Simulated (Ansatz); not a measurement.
CH₄Ge, SMILES `[CH3][GeH]`, 6 atoms. Total charge 0; spin multiplicity 1. Correlated methods include outer-core shells of Ge, which these sets cover unevenly. Scalar relativity is left out up to krypton. Hardware: A = 2 threads of an AMD EPYC 7R13 on a shared host; B = 2 threads of an AMD EPYC 7R13 on a shared host and a share of an NVIDIA H100 80 GB. Correlated methods freeze the cores. Open-shell runs search over several starts.

(1) How many basis functions does each run have, and how long does it take in Ansatz? UKS r2SCAN-D4/def2-TZVPP energy of the cation [A]; direct RPA on PBE orbitals/def2-TZVPP energy [A]; RKS ωB97M-V/def2-SVP energy [A]; RKS ωB97M-V/def2-QZVPP energy [A]; UHF-CCSD(T)/def2-TZVPP energy of the cation [B]; RKS PBE0-D4/def2-TZVP relaxation (5 steps) [A]; UKS PBE-D4/def2-TZVPP energy of the cation [A]; RKS BHLYP-D4/def2-TZVPP energy [A]; RHF-CCSD(T)/def2-TZVPP energy [A]; UKS B2PLYP (frozen core)/def2-TZVPP energy of the cation [A]; RKS ωB97M-V/def2-TZVPP energy and forces [A]; UKS PBE0-D4/def2-TZVPP energy of the cation [A]. (Best estimate.)

Answers

(1) Computed: Other jobs shared the machine, so times are rough.

| level | job | functions | wall time | peak host memory (GiB) |
| --- | --- | --- | --- | --- |
| UKS PBE-D4/def2-TZVPP | energy of the cation [A] | 135 | 1.7 s | 0.18 |
| RKS BHLYP-D4/def2-TZVPP | energy [A] | 135 | 2.1 s | 0.25 |
| direct RPA on PBE orbitals/def2-TZVPP | energy [A] | 135 | 2.3 s | 0.23 |
| RKS ωB97M-V/def2-SVP | energy [A] | 66 | 2.5 s | 0.19 |
| UKS PBE0-D4/def2-TZVPP | energy of the cation [A] | 135 | 2.5 s | 0.3 |
| UKS r2SCAN-D4/def2-TZVPP | energy of the cation [A] | 135 | 3.7 s | 0.21 |
| UHF-CCSD(T)/def2-TZVPP | energy of the cation [B] | 135 | 4.3 s | 0.79 |
| UKS B2PLYP (frozen core)/def2-TZVPP | energy of the cation [A] | 135 | 4.7 s | 0.41 |
| RKS ωB97M-V/def2-QZVPP | energy [A] | 266 | 8.5 s | 0.77 |
| RKS ωB97M-V/def2-TZVPP | energy and forces [A] | 135 | 9.5 s | 0.31 |
| RKS PBE0-D4/def2-TZVP | relaxation (5 steps) [A] | 103 | 15 s | 0.2 |
| RHF-CCSD(T)/def2-TZVPP | energy [A] | 135 | 21 s | 0.74 |
